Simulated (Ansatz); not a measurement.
C$_{4}$H$_{12}$N$_{2}$Si, SMILES `CN(C)[Si]N(C)C`, relaxed with RKS PBE0-D4/def2-TZVP in Ansatz 0.2.0 from a PBE-D4/def2-SVP geometry. The force threshold is 0.005 eV/Å; the program also tests the step.

Charge 0, multiplicity 1.

Start:

```xyz
19

C    -1.558    2.187   -0.936
N    -0.571    1.179   -0.582
C     0.718    1.741   -0.221
Si   -1.040   -0.508   -0.840
N     0.076   -1.421    0.187
C     0.757   -1.020    1.404
C     0.236   -2.833   -0.124
H    -1.848    2.815   -0.060
H    -1.179    2.877   -1.727
H    -2.480    1.699   -1.315
H     0.700    2.277    0.759
H     1.493    0.954   -0.170
H     1.045    2.484   -0.986
H     1.869   -1.011    1.301
H     0.431   -0.014    1.726
H     0.519   -1.730    2.231
H     1.289   -3.090   -0.389
H    -0.400   -3.104   -0.994
H    -0.056   -3.482    0.735
```

Question: How much energy does the relaxation release, and in how many steps? (Estimate.)

Answer: Computed: 10.62 kJ/mol, in 7 steps.

Question: Which bonds change most? (An estimate is asked.)

Answer: Computed: Si4–N5 from 1.770 to 1.730 Å; N2–Si4 from 1.770 to 1.730 Å; C7–H17 from 1.116 to 1.098 Å; C1–H8 from 1.116 to 1.098 Å.

Question: Give the relaxed structure. (Best estimate.)

Answer: Computed: 
```xyz
19

C    -1.543    2.161   -0.935
N    -0.569    1.156   -0.571
C     0.704    1.724   -0.200
Si   -1.019   -0.497   -0.818
N     0.076   -1.396    0.175
C     0.766   -1.007    1.380
C     0.225   -2.803   -0.123
H    -1.825    2.782   -0.075
H    -1.155    2.827   -1.716
H    -2.451    1.682   -1.312
H     0.666    2.247    0.766
H     1.471    0.953   -0.145
H     1.021    2.457   -0.953
H     1.859   -1.016    1.261
H     0.462   -0.010    1.696
H     0.524   -1.704    2.193
H     1.263   -3.056   -0.376
H    -0.401   -3.073   -0.978
H    -0.072   -3.425    0.732
```
